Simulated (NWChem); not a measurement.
Species: C2H7BO; SMILES O(CC)B

```xyz
11

B     -0.1928     1.8107    -0.2613
H      0.2125     1.8588    -1.4069
H     -0.7515     2.7400     0.2731
O     -0.0298     0.6991     0.4666
C      0.5934    -0.4707    -0.0298
C     -0.3902    -1.6170    -0.0777
H      1.0195    -0.2708    -1.0289
H      1.4279    -0.7095     0.6499
H     -1.2038    -1.4099    -0.7894
H      0.1156    -2.5422    -0.3926
H     -0.8367    -1.7866     0.9133
```
Atoms are numbered in this order, from 1.

Computed with NWChem. Coordinates come from a PBE0/def2-SVP optimisation.

For level TPSSh/def2-SVP:

* **highest occupied level (eV)**: -7.69
* **orbital gap (eV)**: 7.19

**Question.** How do the values read with level PBE/def2-SVP instead?

**Answer.** The highest occupied level (eV) is -6.88 and the orbital gap (eV) comes out as 5.76.
